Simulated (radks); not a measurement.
Results of a calculation; reference values are marked as such.
Neutral boron inside a hard spherical wall (all orbitals vanish at R), configuration held at [He] 2s2 2p1 and not refilled when levels cross. Level of theory: scalar-relativistic Kohn-Sham, PBE, spin-unpolarised, spherical densities, point nucleus (a radial shooting solver on a logarithmic mesh with Libxc functionals). Eigenvalues in eV, with the zero of energy where the potential of the charges vanishes at infinity; a dash marks a level that is unbound or too diffuse for the functional's potential to be trusted. A positive occupied level is held by the wall or, in an anion where self-interaction has pushed it up, behind a barrier. The pressure on the wall is -dE/dV.

R (bohr)  E (hartree)  kinetic (hartree)    e(1s)   e(2s)   e(2p)  e(3s, empty)  e(3p, empty)  pressure (GPa)
free        -24.60320             24.519  -180.59  -9.443  -3.607             -             -               0
15          -24.60320             24.519  -180.59  -9.443  -3.607        -0.051         0.713        < 0.0001
12          -24.60318             24.519  -180.59  -9.440  -3.604         0.218         1.231        0.000282
10          -24.60306             24.520  -180.56  -9.426  -3.587         0.716         2.021         0.00330
6           -24.59229             24.584  -179.77  -8.931  -2.960         6.270         8.702           0.848
5           -24.56572             24.716  -178.55  -8.160  -1.993        11.867        14.464            4.47
4           -24.46325             25.133  -175.43  -5.977   0.595        24.520        26.454            27.9
2.5         -23.35534             28.236  -159.74  10.308  16.857        96.278        86.963             747
1.5         -16.95507             41.275  -123.15  89.084  76.145        357.47        283.89           17000
